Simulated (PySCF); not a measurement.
# Spinor energies of Pt⁴⁺ (platinum, charge +4)

Start: [Xe] 4f14 5d6; 5d3/2 filled at m_j = -3/2, -1/2, +1/2, +3/2; 5d5/2 filled at m_j = +3/2, +5/2. Calculated with PySCF 2.14 in x2c-TZVPall-2c: generalised Hartree-Fock with the X2C-1e Hamiltonian and a Gaussian nucleus; one run each with spin-orbit coupling (SO) switched off, then screened by Boettger's factors.

```tsv
spinor shell	electrons	ε, spin-free (eV)	ε, screened SO (eV)	weight of nominal j (screened SO)	rms radius, screened SO (bohr)
1s1/2	2	-78883.8	-78854.5	1.000	0.0194
2s1/2	2	-14051.1	-14041.7	1.000	0.0782
2p1/2	2	-12194.5	-13437.3	1.000	0.0663
2p3/2	4	-12194.5	-11702.6	1.000	0.0741
3s1/2	2	-3407.6	-3404.3	1.000	0.200
3p1/2	2	-2858.2	-3133.8	1.000	0.191
3p3/2	4	-2858.2	-2746.6	1.000	0.207
3d3/2	4	-2253.4	-2301.6	1.000	0.182
3d5/2	6	-2253.4	-2218.4	1.000	0.186
4s1/2	2	-808.73	-807.53	1.000	0.441
4p1/2	2	-625.47	-691.75	1.000	0.447
4p3/2	4	-625.47	-598.18	1.000	0.480
4d3/2	4	-397.91	-408.23	0.999	0.496
4d5/2	6	-397.91	-389.91	0.999	0.508
5s1/2	2	-170.72	-170.39	1.000	1.02
4f5/2	6	-143.17	-144.62	0.988	0.563
4f7/2	8	-143.17	-140.93	0.991	0.563
5p1/2	2	-119.04	-132.33	0.964	1.10
5p3/2	4	-119.04	-113.23	0.982	1.18
5d3/2	4	-60.772	-60.860	0.743	1.51
5d5/2	2	-60.772	-60.572	0.796	1.53
```

```json
{"quantity": "E (hartree)", "spin-free": "-18396.06174", "screened SO": "-18423.12093"}
{"quantity": "M_J", "spin-free": "4", "screened SO": "4"}
{"quantity": "⟨J²⟩", "spin-free": "20.010", "screened SO": "20.034"}
{"quantity": "⟨L²⟩", "spin-free": "6.007", "screened SO": "7.106"}
{"quantity": "⟨S²⟩", "spin-free": "6.002", "screened SO": "5.566"}
```

Each row is a mean over spinors that exchange with the open shell spreads, by up to 9.281 eV (5p3/2).

Rows whose weight is well below 1 are mixtures of j = l ± 1/2: exchange outweighs spin-orbit coupling there, and the label is only the starting occupation.

Breit and QED terms are absent; they matter most for the inner s and p1/2 levels.

Densities and radii are taken from the X2C orbitals without a picture-change correction, which distorts them close to the nucleus.

Without spin-orbit coupling the j labels of p, d and f shells carry no meaning; the spin-free column gives the mean over the occupied spinors of each nl shell.
